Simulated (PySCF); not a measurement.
**Correlation energy of P (phosphorus, neutral)**

[Ne] 3s2 3p3, high-spin 4S determinant. Calculation: PySCF 2.14, in x2c-TZVPPall (5s5p3d1f, 42 functions); the spin-free X2C one-electron Hamiltonian (Gaussian nucleus). Frozen: 1s2; 13 electrons correlated.

| level | correlation energy (mhartree) |
| --- | --- |
| CCSD | -259.18 |
| (T) | -5.31 |
| CCSD(T) | -264.49 |

Diagnostics: T1 = 0.0039, D1 = 0.0110, largest double amplitude 0.061.

**Question.** Is a single reference adequate?

**Answer.** Yes: T1 lies below 0.03 and no double amplitude reaches 0.07.

This basis was not built for core-valence correlation, so the inner-shell part is incomplete.
